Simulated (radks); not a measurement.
Q: Species: La2+. Configuration: [Xe] 5d1 (the NIST ground configuration). All-electron calculation, Dirac Kohn-Sham, PBE, spin-unpolarised, spherical densities, finite nucleus; open shells are shared between the two j in proportion to 2j + 1; Fermi nuclear charge, rms radius 4.855 fm. Program: a radial shooting solver on a logarithmic mesh with Libxc functionals.

Spin-orbit splittings of the eigenvalues, e(l+1/2) - e(l-1/2), with zeta = 2 splitting/(2l+1) and mean radii in bohr:

| shell | occ. | splitting (eV) | zeta (eV) | <r> j=l-1/2 | <r> j=l+1/2 |
|---|---|---|---|---|---|
| 2p | 6 | 413.1 | 275.4 | 0.08991 | 0.09601 |
| 3p | 6 | 80.52 | 53.68 | 0.2747 | 0.2867 |
| 3d | 10 | 17.23 | 6.890 | 0.2577 | 0.2615 |
| 4p | 6 | ? | ? | 0.6746 | 0.7015 |
| 4d | 10 | 2.975 | 1.190 | 0.7619 | 0.7715 |
| 5p | 6 | 2.539 | 1.692 | 1.738 | 1.813 |
| 5d | 1 | 0.2431 | 0.09725 | 2.569 | 2.604 |

Estimate the 4p splitting.

A: 17.13 eV (zeta = 11.42 eV).
